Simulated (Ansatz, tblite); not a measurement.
Cost and result up the ladder for [CuF4]- (CuF4⁻) (5 atoms). The state is a singlet with charge -1. Geometry: r2SCAN-D4/def2-SVPD.

```tsv
atom	x (Å)	y (Å)	z (Å)
Cu1	0.000	0.000	0.000
F2	1.026	1.362	0.485
F3	0.982	-1.093	0.992
F4	-1.026	-1.362	-0.485
F5	-0.982	1.093	-0.992
```

Ansatz on 4 threads of Arm Neoverse V1 on a shared host; xTB runs through tblite on one thread. Times are rough, summed over both states, and most runs start from the orbitals of an earlier one. RPA@PBE/def2-TZVPD serves as the yardstick here, not as an exact answer. The other state is a triplet at its own geometry.

The xTB rows come from tblite. Correlated methods freeze 13 core orbitals.

Run but left out: HF/STO-3G, B2PLYP/def2-TZVPD, PBE-QIDH/def2-TZVPD (singlet: restricted singlet, unstable in another Hartree–Fock run and untested here); HF/def2-TZVPD (singlet: restricted singlet, unstable towards broken spin symmetry).

Correlated methods converge slowly with the basis.

xTB has no spin-polarisation term.

```json
{"level": "GFN1-xTB", "functions": "25", "wall time": "0.009 s", "triplet − singlet (eV)": "1.20", "difference from RPA@PBE/def2-TZVPD (eV)": "0.54"}
{"level": "GFN2-xTB", "functions": "25", "wall time": "0.011 s", "triplet − singlet (eV)": "1.75", "difference from RPA@PBE/def2-TZVPD (eV)": "1.09"}
{"level": "PBE-D4/def2-TZVPD (with forces)", "functions": "208", "wall time": "5.3 s", "triplet − singlet (eV)": "0.81", "difference from RPA@PBE/def2-TZVPD (eV)": "0.15"}
{"level": "BLYP-D4/def2-TZVPD", "functions": "208", "wall time": "5.9 s", "triplet − singlet (eV)": "0.76", "difference from RPA@PBE/def2-TZVPD (eV)": "0.10"}
{"level": "r2SCAN-D4/def2-TZVPD", "functions": "208", "wall time": "10 s", "triplet − singlet (eV)": "0.68", "difference from RPA@PBE/def2-TZVPD (eV)": "0.02"}
{"level": "RPA@PBE/def2-TZVPD", "functions": "208", "wall time": "12 s", "triplet − singlet (eV)": "0.66", "difference from RPA@PBE/def2-TZVPD (eV)": "0.00"}
{"level": "r2SCANh-D4/def2-TZVPD", "functions": "208", "wall time": "13 s", "triplet − singlet (eV)": "0.59", "difference from RPA@PBE/def2-TZVPD (eV)": "-0.07"}
{"level": "PBE0-D4/def2-TZVPD", "functions": "208", "wall time": "17 s", "triplet − singlet (eV)": "0.60", "difference from RPA@PBE/def2-TZVPD (eV)": "-0.06"}
```
